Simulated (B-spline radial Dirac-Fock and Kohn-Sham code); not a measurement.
**How the levels of dysprosium move as electrons are removed**

Model: Dirac-Fock energy differences between relaxed states, corrected for Breit and QED terms. Program: a radial atomic solver. Each ion is free and in its tabulated ground configuration. The model has no electron correlation.

Reference: Dy, [Xe] 4f10 6s2, with 1s 53787.8 eV, 2p1/2 8583.1 eV, 3p1/2 1847.3 eV, 4p1/2 342.1 eV, 4d5/2 163.3 eV, Kα1 (K-L3) 45995.8 eV, Kβ1 (K-M3) 52107.3 eV, Lα1 (L3-M5) 6494.1 eV. Shifts from it, in eV (a dash: the subshell is empty, belongs to an open shell averaged over j, or its hole state is left out as unreliable):

| ion | configuration | 1s | 2p1/2 | 3p1/2 | 4p1/2 | 4d5/2 | Kα1 | Kβ1 | Lα1 |
| --- | --- | --- | --- | --- | --- | --- | --- | --- | --- |
| Dy⁺ | [Xe] 4f10 6s1 | +7.0 | +7.0 | +7.0 | +7.0 | +7.0 | +0.01 | +0.04 | +0.02 |
| Dy²⁺ | [Xe] 4f10 | +15.3 | +15.2 | +15.1 | +15.1 | +15.1 | +0.07 | +0.14 | +0.06 |
| Dy³⁺ | [Xe] 4f9 | +35.7 | +36.3 | +37.3 | +36.4 | +35.6 | -0.70 | -1.70 | -0.85 |
| Dy⁴⁺ | [Xe] 4f8 | ? | ? | ? | ? | ? | ? | ? | ? |
| Dy⁵⁺ | [Kr] 4d10 4f8 5s2 5p5 | +77.4 | +78.4 | +80.2 | +77.6 | +75.8 | -1.16 | -2.93 | -1.51 |
| Dy⁶⁺ | [Kr] 4d10 4f8 5s2 5p4 | +97.0 | +97.5 | +98.9 | +96.0 | +94.1 | -0.63 | -1.89 | -1.12 |

**Question.** Give the missing shifts for Dy⁴⁺.

**Answer.** 1s +58.6, 2p1/2 +60.1, 3p1/2 +62.4, 4p1/2 +60.1, 4d5/2 +58.2, Kα1 -1.59, Kβ1 -3.80, Lα1 -1.87 (eV).

Over this range K (1s) moves by +97.0 eV and Kα1 by -0.6 eV: a line is a difference of two levels that shift in the same direction.

Values without a named source are computed, but for edge energies of neutral atoms, which are taken from tables.
